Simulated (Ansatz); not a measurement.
A run for Ansatz (an electronic-structure program): R-wB97M-V/def2-TZVPP on C3H8S (SMILES CCSC).

Ansatz 0.2 input:
```yaml
crystal:
  periodic: [false, false, false]
  atoms:
    - {symbol: C, position_ang: [-1.93636132, -0.32607519, 0.06067887]}
    - {symbol: C, position_ang: [-0.57565250, -0.05544444, -0.56506522]}
    - {symbol: S, position_ang: [0.70880015, -0.00689154, 0.72569823]}
    - {symbol: C, position_ang: [2.15814022, 0.32636084, -0.30802321]}
    - {symbol: H, position_ang: [-2.20141263, 0.45422416, 0.77570950]}
    - {symbol: H, position_ang: [-1.94365357, -1.28263532, 0.58542700]}
    - {symbol: H, position_ang: [-2.70826592, -0.35619188, -0.71044349]}
    - {symbol: H, position_ang: [-0.57717070, 0.90108914, -1.09210428]}
    - {symbol: H, position_ang: [-0.31943666, -0.83700453, -1.28357733]}
    - {symbol: H, position_ang: [2.05595026, 1.27695696, -0.83249326]}
    - {symbol: H, position_ang: [3.02043258, 0.38116097, 0.35485946]}
    - {symbol: H, position_ang: [2.31863009, -0.47554921, -1.02935634]}
basis:
  gaussian:
    orbitals: def2-TZVPP
hamiltonian:
  xc: {name: wB97M-V}
scf: {lower_state_search: off}
```

Output:

```
WARN ansatz: RAYON_NUM_THREADS=2 ignored (pool sized by the plan → 2); use --threads N
Functional definition: wB97M-V
these checks for a lower state are left out or cut short: stability, starts, cluster_reference, orbital_swaps, neighbouring_geometries, increment
integrals: 0.22 GiB planned
1303 factors; their error is unknown
integrals: 0.26 GiB planned
330 factors; integrals over basis functions are off by at most 1.1e-5 eV
mean field: 1.88 GiB planned
mean field evaluation 1: about -14071.8893 eV, gradient 4.3e1 eV
mean field evaluation 2: about -14073.7727 eV, gradient 3.1e1 eV
mean field evaluation 4: about -14076.0043 eV, gradient 1.2e0 eV
mean field evaluation 8: about -14076.0016 eV, gradient 5.5e-1 eV
mean field evaluation 16: about -14076.0020 eV, gradient 1.5e-5 eV
mean field -14076.00200740 eV, -517.2835327150 hartree, gradient 4.3e-6 eV, S^2 0.000000; 0 other end points of the search recorded, 0 dependent functions left out
reference -14076.00205614 eV, -517.2835345064 hartree; 21, 21 occupied and 226, 226 virtual orbitals, 1303 factors
Total energy: -14076.00205614 eV, -517.2835345064 hartree
Checks for a lower state left out: stability, starts, cluster_reference, orbital_swaps, neighbouring_geometries, increment
```

The calculation finished and met its thresholds.

Cost: around 12 core-seconds (rough).
